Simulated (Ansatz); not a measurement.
C₂H₄SSi, SMILES `S=C1C[SiH2]1`. The species carries charge 0 and has multiplicity 1. All single points use the PBE0-D4/def2-TZVP geometry.

```xyz
8

S    -2.119   -1.472   -0.286
C    -0.880   -0.470   -0.167
C    -0.004    0.055    0.920
Si    0.654    0.330   -0.815
H    -0.355    0.996    1.350
H     0.338   -0.641    1.684
H     0.656    1.730   -1.291
H     1.709   -0.528   -1.394
```

Question: What is the dipole moment at ωB97M-V/def2-TZVPP? (An estimate is asked.)

Answer: The calculation gave: 2.63 D, with components (2.15, 1.50, 0.24) D in this frame, pointing from negative to positive charge.

Question: And with PBE, r2SCAN, B3LYP? (An estimate is asked.)

Answer: The calculation gave: PBE 2.40 D, r2SCAN 2.60 D, B3LYP 2.59 D.

Question: Give the Mulliken charges with ωB97M-V, B3LYP, PBE in def2-TZVPP. (An estimate is asked.)

Answer: Ansatz gave: 
```json
{"atom": "S1", "ωB97M-V": "-0.13", "B3LYP": "-0.17", "PBE": "-0.16"}
{"atom": "C2", "ωB97M-V": "-0.11", "B3LYP": "-0.06", "PBE": "-0.04"}
{"atom": "C3", "ωB97M-V": "-0.25", "B3LYP": "-0.19", "PBE": "-0.14"}
{"atom": "Si4", "ωB97M-V": "0.26", "B3LYP": "0.30", "PBE": "0.23"}
{"atom": "H5", "ωB97M-V": "0.13", "B3LYP": "0.11", "PBE": "0.11"}
{"atom": "H6", "ωB97M-V": "0.11", "B3LYP": "0.10", "PBE": "0.09"}
{"atom": "H7", "ωB97M-V": "-0.01", "B3LYP": "-0.05", "PBE": "-0.04"}
{"atom": "H8", "ωB97M-V": "-0.01", "B3LYP": "-0.05", "PBE": "-0.04"}
```

B3LYP here is the variant with VWN-RPA as its local correlation; programs differ in this.
